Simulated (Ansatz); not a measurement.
Frontier orbitals of C$_{3}$H$_{6}$Si, SMILES `CC1=C[SiH2]1`.

The species carries charge 0 and has multiplicity 1. Geometry: relaxed with PBE0-D4/def2-TZVP. Basis def2-TZVPP, Ansatz 0.2.0.

```csv
functional,HOMO (eV),LUMO (eV)
B97M-V,-6.39,-0.64
```

(1) Give HOMO and LUMO (eV) with LDA (SPW92), PBE, revPBE, BLYP, r2SCAN, PBE0, B3LYP, r2SCANh, r2SCAN0, HSE06 (plane-wave form), BHLYP, CAM-B3LYP, LC-ωPBE, ωB97X-V, ωB97M-V, HF. (Best estimate.)

Answers

(1) Ansatz gave: 
| functional | HOMO | LUMO |
| --- | --- | --- |
| LDA (SPW92) | -6.21 | -1.20 |
| PBE | -6.10 | -0.98 |
| revPBE | -6.06 | -0.89 |
| BLYP | -5.96 | -0.81 |
| r2SCAN | -6.31 | -0.71 |
| PBE0 | -7.24 | 0.10 |
| B3LYP | -7.04 | -0.11 |
| r2SCANh | -6.74 | -0.33 |
| r2SCAN0 | -7.38 | 0.25 |
| HSE06 (plane-wave form) | -6.84 | -0.28 |
| BHLYP | -8.29 | 1.02 |
| CAM-B3LYP | -8.55 | 1.17 |
| LC-ωPBE | -9.87 | 2.30 |
| ωB97X-V | -9.53 | 2.18 |
| ωB97M-V | -9.39 | 1.89 |
| HF | -9.94 | 3.05 |

B3LYP here is the variant with VWN-RPA as its local correlation; programs differ in this. LC-ωPBE has ω = 0.4 bohr⁻¹. Positive LUMOs are unbound and depend on the basis.
